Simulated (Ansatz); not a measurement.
The same ligand exchange along the group B, Al, Ga, In.

Calculated with Ansatz (gas phase, PBE0-D4/def2-TZVP geometries, no zero-point term in ΔE). CBS: MP2 limit from def2 TZ/QZ plus the TZ coupled-cluster correction, frozen cores. DFT in def2-TZVPP. Elements past krypton have def2 core potentials. For Br, Ga, In outer-core shells are correlated without core-valence functions, which leaves a few kJ/mol of doubt a bond. Scalar relativity is left out up to krypton.

| reaction | CCSD(T)/CBS(def2) (kJ/mol) |
| --- | --- |
| `B[SiH2][SiH3]` + HBr → `BBr` + `[SiH3][SiH3]` | -104 |
| `[AlH2][SiH2][SiH3]` + HBr → `[AlH2][Br]` + `[SiH3][SiH3]` | -157 |
| `[SiH3][SiH2][GaH2]` + HBr → `[GaH2][Br]` + `[SiH3][SiH3]` | ? |
| `[SiH3][SiH2][InH2]` + HBr → `[Br][InH2]` + `[SiH3][SiH3]` | -113 |

Fill in the missing values. (Best estimate.)

The calculation gave: `[SiH3][SiH2][GaH2]` + HBr → `[GaH2][Br]` + `[SiH3][SiH3]`: -115.9 kJ/mol.

Largest T1 diagnostic: 0.014, for `B[SiH2][SiH3]`.
